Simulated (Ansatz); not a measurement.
`F[SiH2][S][AlH2]`, charge 0, multiplicity 1.

Question: Give a relaxed structure at PBE0-D4/def2-TZVP (the Gaussian-basis code of Ansatz). (An estimate is asked.)

Answer: The calculation gave: 
Cartesian coordinates in Å:
```
F 0.2791 -0.1525 2.1610
Si -0.0524 0.9515 1.0525
S 1.1482 0.6582 -0.6664
Al 0.1588 -1.1295 -1.4535
H -1.4952 0.8342 0.7467
H 0.2906 2.2752 1.6161
H -1.1351 -1.6589 -0.7194
H 0.8059 -1.7783 -2.7370
```
